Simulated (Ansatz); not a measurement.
# Worked example: SnH3Cl + SiH3(SiH3) → SiH3(SnH3) + SiH3Cl

Species: SnH3Cl `[Cl][SnH3]`, singlet; SiH3(SiH3) (disilane), singlet; SiH3(SnH3), singlet; SiH3Cl (chlorosilane) `[SiH3]Cl`, singlet. The partners trade Cl for SiH3: Sn–Cl and Si–SiH3 bonds give way to Sn–SiH3 and Si–Cl.

Shapes, held fixed at every level: PBE0-D4/def2-TZVP. Programs: Ansatz 0.2.0. The zero-point and thermal change to 298 K, harmonic and unscaled (PBE0-D4/def2-TZVP), is +1.2 kJ/mol.

At CCSD(T)/def2-TZVPP; 1 Eh = 2625.50 kJ/mol:

| species | energy (Eh) |
| --- | --- |
| SnH3Cl | -675.203811 |
| SiH3(SiH3) | -581.690342 |
| SiH3(SnH3) | -506.285385 |
| SiH3Cl | -750.619512 |

Q: Work out ΔH(298 K) of the reaction at this level.

A: 
1. Products less reactants: (-506.285385) + (-750.619512) − [(-675.203811) + (-581.690342)] = -0.010744 Eh = -28.2 kJ/mol.
2. With the thermal change: -28.2 + (+1.2) = -27.0 kJ/mol.

Other levels give -27.0 (CCSD/def2-TZVPP) to -20.8 kJ/mol (PBE-D4/def2-TZVPP). No measured value is set beside it here. For atoms past krypton def2 sets carry core potentials with scalar relativity. Correlated rows may include outer-core shells of Sn, which these sets cover unevenly.
